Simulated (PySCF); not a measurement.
Peak assignment

Geometry:
```json
{"atom": "B1", "x (Å)": "3.096", "y (Å)": "0.078", "z (Å)": "0.519"}
{"atom": "N2", "x (Å)": "1.861", "y (Å)": "-0.131", "z (Å)": "-0.141"}
{"atom": "B3", "x (Å)": "0.559", "y (Å)": "0.069", "z (Å)": "0.408"}
{"atom": "C4", "x (Å)": "-0.759", "y (Å)": "-0.165", "z (Å)": "-0.425"}
{"atom": "C5", "x (Å)": "-1.683", "y (Å)": "-1.154", "z (Å)": "0.290"}
{"atom": "C6", "x (Å)": "-1.462", "y (Å)": "1.182", "z (Å)": "-0.638"}
{"atom": "H7", "x (Å)": "4.130", "y (Å)": "-0.122", "z (Å)": "-0.077"}
{"atom": "H8", "x (Å)": "3.090", "y (Å)": "0.455", "z (Å)": "1.665"}
{"atom": "H9", "x (Å)": "1.902", "y (Å)": "-0.449", "z (Å)": "-1.106"}
{"atom": "H10", "x (Å)": "0.495", "y (Å)": "0.450", "z (Å)": "1.557"}
{"atom": "H11", "x (Å)": "-0.507", "y (Å)": "-0.580", "z (Å)": "-1.420"}
{"atom": "H12", "x (Å)": "-2.614", "y (Å)": "-1.313", "z (Å)": "-0.278"}
{"atom": "H13", "x (Å)": "-1.208", "y (Å)": "-2.139", "z (Å)": "0.430"}
{"atom": "H14", "x (Å)": "-1.964", "y (Å)": "-0.780", "z (Å)": "1.288"}
{"atom": "H15", "x (Å)": "-0.829", "y (Å)": "1.901", "z (Å)": "-1.182"}
{"atom": "H16", "x (Å)": "-2.392", "y (Å)": "1.056", "z (Å)": "-1.217"}
{"atom": "H17", "x (Å)": "-1.733", "y (Å)": "1.643", "z (Å)": "0.326"}
```

[PySCF 2.14: σ from GIAO-B3LYP/pcSseg-2; structure optimised with PBE0-D3(BJ)/def2-SVP; J couplings at B3LYP/pcJ-1 (spin–dipole term only in couplings to heteroatoms); non-relativistic Hamiltonian; single conformer; fast rotation and ring inversion assumed for equivalent nuclei; in vacuum]

Chemical shifts δ = σref − σ; ¹³C (179.19 ppm), ¹H (31.39 ppm) vs TMS, all at this level.

Q: Assign these signals to the numbered atoms. ¹³C{¹H} NMR (computed): δ 28.8 (CH), 20.2 (CH3).

A: 
28.8 → C4, sp3 CH bonded to B
20.2 → C5/C6, methyl carbon: a saturated carbon with 1 carbon neighbour and no heteroatom attached

Q: Assign these signals to the numbered atoms. ¹H NMR (500 MHz, computed): δ 6.87 (br s, 1H), 5.42 (br, 2H), 5.27 (br, 1H), 1.02 (d, J = 7.7 Hz, 6H), 0.88 (sept, J = 7.7 Hz, 1H).

A: 
| δ (ppm) | atoms | environment | reason |
| --- | --- | --- | --- |
| 6.87 | H9 | hydrogen on a nitrogen bonded to 2 B | exchangeable; this is the value without hydrogen bonding to other molecules |
| 5.42 | H7/H8 | hydrogen on a boron bonded to N | – |
| 5.27 | H10 | hydrogen on a boron bonded to C, N | – |
| 1.02 | H12/H13/H14/H15/H16/H17 | hydrogen on a methyl carbon | – |
| 0.88 | H11 | hydrogen on an sp3 CH bonded to B | – |

OH/NH shifts are gas-phase values; hydrogen bonding in solution moves them, usually downfield. Hydrogens on boron are broadened and split by ¹¹B (spin 3/2, 80 %) and 10B (spin 3). A carbon bonded to boron is broadened by the quadrupolar boron nucleus and is often missing from a measured spectrum. Splittings below 1 Hz are ignored in the labels, and close J values are merged. Unscaled 3J(H,H) at this level run about 10 % above measured values. Shifts are as computed. Against solution values, carbons near 30 ppm lie about +3 ppm off and those near 130 ppm about +8 ppm. Of 1313 compounds with measured shifts, 239 miss one by over three times the rms of a fit or turn the order of signals round; such compounds aren't used in these exercises. Couplings to exchangeable protons are dropped. Only one conformer was computed, so three-bond couplings in flexible chains and rings are approximate.
